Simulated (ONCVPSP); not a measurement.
## Reading a pseudo-wave (copper)

Columns: radius, all-electron u(r) and pseudo u(r) of the 3d shell (level -5.32 eV) of copper in the configuration [Ne] 3s2 3p6 3d10 4s1; LDA (Perdew-Zunger), scalar-relativistic, ONCV scheme, ONCVPSP 4.0.1.

```csv
r (bohr),all-electron,pseudo
0.070,0.0457,0.0066
0.140,0.2067,0.0497
0.210,0.4164,0.1511
0.280,0.6133,0.3130
0.350,0.7687,0.5172
0.420,0.8757,0.7307
0.490,0.9387,0.9142
0.560,0.9666,1.0388
0.630,0.9684,1.0940
0.700,0.9520,1.0868
0.770,0.9240,1.0335
0.840,0.8887,0.9555
0.910,0.8494,0.8770
0.980,0.8084,0.8142
1.050,0.7671,0.7673
1.120,0.7265,0.7264
1.190,0.6872,0.6871
1.260,0.6494,0.6494
1.330,0.6135,0.6134
1.400,0.5795,0.5794
1.470,0.5473,0.5473
1.540,0.5171,0.5170
1.610,0.4886,0.4885
1.680,0.4618,0.4618
1.750,0.4367,0.4366
1.820,0.4131,0.4130
```

Task: How many radial nodes do the two functions have?

Result: The all-electron 3d function has n − l − 1 = 0; the pseudo-wave has 0.

Task: At about which radius was the pseudo-wave matched?

Result: 1.10 bohr, where the columns begin to agree (steps of 0.07 bohr).

Task: Is the pseudo-wave norm-conserving?

Result: Yes: the ONCV scheme keeps the norm inside the radius equal to the all-electron one, which fixes the energy derivative of the logarithmic derivative at the level.
